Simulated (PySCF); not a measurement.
**Electric field gradients and quadrupole coupling constants**

Species: C₃H₈O₂Si₂.
Atom-mapped SMILES: `[O:1]=[C:2](/[CH:3]=[CH:4]\[SiH3:5])[O:6][SiH3:7]` (hydrogens: H8 on C3; H9 on C4; H10, H11, H12 on Si5; H13, H14, H15 on Si7)

Structure used (GFN2-xTB), in Å, numbered top down from 1:
```
atom  x, y, z in Å
O1     0.3477    0.7723   -0.0736
C2     0.3894   -0.4368   -0.2238
C3    -0.7901   -1.2284   -0.5359
C4    -1.9499   -0.5858   -0.6589
Si5   -2.0579    1.2933   -0.4345
O6     1.5246   -1.0957   -0.1080
Si7    2.9129   -0.2393    0.2535
H8    -0.6490   -2.2944   -0.6489
H9    -2.8393   -1.1538   -0.8901
H10   -3.4995    1.5436   -0.6578
H11   -1.3508    1.9989   -1.4960
H12   -1.7826    1.6826    0.9425
H13    2.7447    0.4052    1.5493
H14    3.1663    0.7172   -0.8157
H15    3.8289   -1.3709    0.2704
```

Field gradients from the PBE0/pcSseg-1 density (PySCF, non-relativistic), principal values in atomic units, ordered |Vxx| ≤ |Vyy| ≤ |Vzz|:

```tsv
atom	Vxx	Vyy	Vzz
O1	0.6446	0.7012	-1.3458
O6	-0.5774	-0.7476	1.3250
```

Problem. Find the asymmetry η = (Vxx − Vyy)/Vzz and the couplings χ = eQV/h (234.96 MHz × Q in barn × V in au), with Q(17O) = −0.0256 b.

Solution. 
| atom | environment | nucleus | η | χzz (MHz) | χxx (MHz) | χyy (MHz) |
| --- | --- | --- | --- | --- | --- | --- |
| O1 | carbonyl oxygen | 17O | 0.04 | 8.10 | -3.88 | -4.22 |
| O6 | oxygen singly bound to a carbonyl carbon | 17O | 0.13 | -7.97 | 3.47 | 4.50 |

The gradient is axial or nearly so (η below 0.05) at O1. The tensor is traceless: Vxx + Vyy + Vzz = 0.

Problem. What is Vzz at O6 in SI units (1 au = 9.71736 × 10²¹ V/m²)?

Solution. 1.3250 au = 12.875 × 10²¹ V/m².

Problem. And the gradient at the other heavy atoms, for which no coupling is worked out here?

Solution. 
| atom | environment | Vzz (au) | η |
| --- | --- | --- | --- |
| C2 | carbonyl carbon | 0.420 | 0.94 |
| C3 | alkene CH carbon | 0.274 | 0.80 |
| C4 | alkene CH carbon | 0.518 | 0.22 |
| Si5 | SiH3 silicon | -0.283 | 0.84 |
| Si7 | oxygen-bound silicon | 0.772 | 0.03 |

Were the hydrogens deuterons (Q(2H) = 0.00286 b), χzz would run from 101 kHz (H10) to 221 kHz (H9).

Isolated species at its GFN2-xTB geometry (one conformer only). GFN2-xTB bond lengths can be off by several hundredths of an ångström, more for odd bonds, and the gradients follow them. With a basis this small, the couplings can be 20 % off.
